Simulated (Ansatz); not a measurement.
One change: `O=C[SiH]([SiH3])Cl` becomes `CN[SiH]([SiH3])Cl`.

Ansatz, PBE0-D4/def2-TZVP geometries, multiplicity 1. Each molecule was computed in one conformer, which needn't be the lowest.

| property | `O=C[SiH]([SiH3])Cl` |
| --- | --- |
| HOMO–LUMO gap (ωB97M-V/def2-TZVPP) / eV | 9.75 |
| LUMO energy (PBE0/def2-TZVPP) / eV | -1.99 |
| HOMO energy (PBE0/def2-TZVPP) / eV | -7.28 |
| size of the dipole moment (ωB97M-V/def2-TZVPP) / D | 1.12 |
| HOMO energy (PBE/def2-TZVPP) / eV | -5.86 |
| HOMO–LUMO gap (PBE0/def2-TZVPP) / eV | 5.29 |

(1) Give the same properties after the change, and the shifts. (Best estimate.)

## Answers

(1) Computed: 
```json
{"property": "HOMO–LUMO gap (ωB97M-V/def2-TZVPP) / eV", "`CN[SiH]([SiH3])Cl`": "11.13", "shift": "1.38"}
{"property": "LUMO energy (PBE0/def2-TZVPP) / eV", "`CN[SiH]([SiH3])Cl`": "-0.15", "shift": "1.84"}
{"property": "HOMO energy (PBE0/def2-TZVPP) / eV", "`CN[SiH]([SiH3])Cl`": "-7.28", "shift": "0.00"}
{"property": "size of the dipole moment (ωB97M-V/def2-TZVPP) / D", "`CN[SiH]([SiH3])Cl`": "2.19", "shift": "1.07"}
{"property": "HOMO energy (PBE/def2-TZVPP) / eV", "`CN[SiH]([SiH3])Cl`": "-5.95", "shift": "-0.09"}
{"property": "HOMO–LUMO gap (PBE0/def2-TZVPP) / eV", "`CN[SiH]([SiH3])Cl`": "7.13", "shift": "1.84"}
```

Dipoles are sizes alone; their direction can turn.
